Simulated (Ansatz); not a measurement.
C₂H₅S, SMILES C[CH]S, multiplicity 2.

The structure is a stationary point at B3LYP-D3(BJ)/def2-TZVP. The isomer is the one that the SMILES or the coordinates give; other isomers of the formula were not compared. One conformer was computed; it need not be the lowest.

Two levels are set side by side: PBE/def2-SVPD (Ansatz, a quantum-chemistry and plane-wave program) and CAM-B3LYP/def2-SVPD (Ansatz). Energy differences of separate SCF runs at the same geometry; the states with an electron removed or added have multiplicity 1 and 1. Differences are taken from unrounded values.

| quantity | CAM-B3LYP | PBE | PBE minus CAM-B3LYP |
|---|---|---|---|
| vertical ionisation energy (eV) | 7.40 | 7.14 | -0.26 |
